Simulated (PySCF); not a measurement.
From one molecule to another.

First species: C5H8NP.
Geometry (GFN2-xTB, Å), atoms numbered from 1 in this order:
```
atom  x, y, z in Å
P1     3.3208    1.6413   -0.0343
C2     1.9679    0.9084   -0.3042
N3     0.8544    0.2897   -0.6052
C4     0.5909   -1.0849   -0.2309
C5    -0.5918   -1.0039    0.7491
C6    -1.2716    0.3441    0.4382
C7    -0.4245    0.9662   -0.6861
H8     0.3061   -1.6411   -1.1322
H9     1.4784   -1.5459    0.2014
H10   -1.2691   -1.8452    0.6158
H11   -0.2296   -1.0191    1.7766
H12   -2.3056    0.2165    0.1232
H13   -1.2627    0.9866    1.3178
H14   -0.2978    2.0440   -0.5861
H15   -0.8703    0.7512   -1.6650
```

Second species: C5H3FOS.
Bonds: O1–C2 (double), C2–F3, C2–C4, C4–C5 (aromatic), C5–C6 (aromatic), C6–C7 (aromatic), C7–S8 (aromatic), C4–S8 (aromatic). Hydrogens: H9 on C5; H10 on C6; H11 on C7.

Levels: wB97X-D/def2-SVPD for HOMO energy, LUMO energy, HOMO–LUMO gap and static isotropic polarisability; TDDFT wB97X-D/def2-SVPD for lowest singlet excitation; TDA wB97X-D/def2-SVPD for lowest triplet excitation (Tamm–Dancoff). Geometries: GFN2-xTB. All species are isolated and taken at one optimised geometry, non-relativistic unless stated; the electronic structure was computed with PySCF and density fitting.

Dipoles, sizes and rotational constants follow the conformer. The torsions of the flexible species, by atom-mapped SMILES:
- `[O:1]=[C:2]([F:3])[c:4]1[cH:5][cH:6][cH:7][s:8]1`: O1–C2–C4–C5 180°

The conformers of `P#CN1CCCC1` aren't listed.

```
                                property  column X  column Y
                             HOMO energy  -9.60 eV  -7.45 eV
                             LUMO energy  -0.59 eV   1.03 eV
                           HOMO–LUMO gap   9.01 eV   8.48 eV
               lowest singlet excitation   5.00 eV   3.17 eV
lowest triplet excitation (Tamm–Dancoff)   3.35 eV   2.85 eV
         static isotropic polarisability   78.1 au   92.8 au
```

Task: Which column belongs to which species?

Result: Column X is the second species and column Y the first. The first has 15 atoms and 60 electrons, the second 11 and 66.

Task: How does each property change from the first species to the second?

Result: HOMO energy -2.15 eV; LUMO energy -1.62 eV; HOMO–LUMO gap +0.53 eV; lowest singlet excitation +1.83 eV; lowest triplet excitation (Tamm–Dancoff) +0.50 eV; static isotropic polarisability -14.7 au.

On the first: The polarisability is 13.75 Å³ as a volume (1 au = 0.148185 Å³), or 1.55 au for each of the 60 electrons. S1 lies 5.31 eV below the HOMO–LUMO gap; its leading configuration is HOMO→LUMO, weight 0.98. GFN2-xTB frequencies show an imaginary mode (56i cm⁻¹), so this geometry is no minimum at that level.

On the second: The polarisability is 11.58 Å³ as a volume (1 au = 0.148185 Å³), or 1.18 au for each of the 66 electrons. The vertical singlet–triplet gap S1 − T1 is 1.65 eV (TDDFT singlet less Tamm–Dancoff triplet; S1: HOMO→LUMO, weight 0.80; T1: HOMO→LUMO, weight 0.88).
